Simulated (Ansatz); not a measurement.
Consider the formal exchange of groups at a B–C bond: `BC([SiH3])BCl` + `[SiH3]S` → `S[SiH2]BCl` + `BC[SiH3]`.

Calculated with Ansatz (gas phase, PBE0-D4/def2-TZVP geometries, no zero-point term in ΔE). CBS: MP2 limit from def2 TZ/QZ plus the TZ coupled-cluster correction, frozen cores. DFT in def2-TZVPP. One conformer a species, not always the lowest.

CCSD(T)/CBS gives +0.58 eV.

(1) Another level gave +0.57 eV. Which?
A. CCSD/def2-TZVPP
B. HF/def2-TZVPP
C. MP2/def2-TZVPP
D. PBE-D4/def2-TZVPP

Largest T1 diagnostic among the species: 0.013.

Answers

(1) A. CCSD/def2-TZVPP 0.57, PBE-D4 0.53, MP2/def2-TZVPP 0.66, HF/def2-TZVPP 0.48 eV.

From PBE to PBE0 (25 % exact exchange), in def2-TZVPP and without D4, ΔE moves by +0.03 eV. In def2-TZVPP, CCSD(T) changes the Hartree–Fock value by +0.11 eV (the triples alone add +0.02 eV) and MP2 by +0.18 eV.
